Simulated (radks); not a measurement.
Dipole-allowed excitations along the series with 10 electrons in [Ne]. Method: non-relativistic Kohn-Sham, LDA (Slater exchange, Perdew-Wang correlation), spin-unpolarised, spherical densities, point nucleus; computed with a radial shooting solver on a logarithmic mesh with Libxc functionals. Time-dependent linear response with the Hartree and adiabatic LDA kernel, continuum included through the Sternheimer equations. Lines are the poles of the dipole polarisability below minus the highest occupied eigenvalue, found on a grid refined at the orbital gaps; the lowest seven at most are given, and weak or close lines can be missed. The first line takes the name of the lowest orbital gap if no other gap lies below it; otherwise a line is named after a gap within 0.6 % of it, if that gap stands alone.

| species | -e(HOMO) (eV) | lowest orbital gap (eV) | first line (eV) | f | strongest line (eV) | its f | static alpha (bohr^3) |
|---|---|---|---|---|---|---|---|
| Mn15+ | 1088.7 | 2p-3s 644.61 | 645.92 (2p-3s) | 0.185 | 727.59 (unassigned) | 2.62 | 0.007035 |
| Fe16+ | 1215.1 | 2p-3s 716.90 | 718.30 (2p-3s) | 0.183 | 805.38 (unassigned) | 2.70 | 0.005810 |
| Co17+ | 1348.3 | 2p-3s 792.97 | 794.45 (2p-3s) | 0.182 | 886.95 (unassigned) | 2.77 | 0.004841 |
| Ni18+ | 1488.3 | 2p-3s 872.82 | 874.39 (2p-3s) | 0.180 | 972.29 (unassigned) | 2.83 | 0.004067 |
| Cu19+ | 1635.1 | 2p-3s 956.45 | 958.10 (2p-3s) | 0.179 | 1061.4 (unassigned) | 2.88 | 0.003443 |
| Zn20+ | 1788.8 | 2p-3s 1043.9 | 1045.6 (2p-3s) | 0.178 | 1154.3 (unassigned) | 2.93 | 0.002934 |
